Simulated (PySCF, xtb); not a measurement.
C4H4, SMILES C12C3C1C23.

xtb with GFN2-xTB at its own geometry gives an orbital gap of 9.08 eV and a dipole moment of 0.00 D.

Geometry optimised at PBE0-D3(BJ)/def2-SVP.

What does PBE/def2-TZVPD (PySCF) give? (The exact figures need the calculation; the answer reports its results.)

gap 5.77 eV (levels -5.45 and 0.32 eV), dipole 0.00 D.
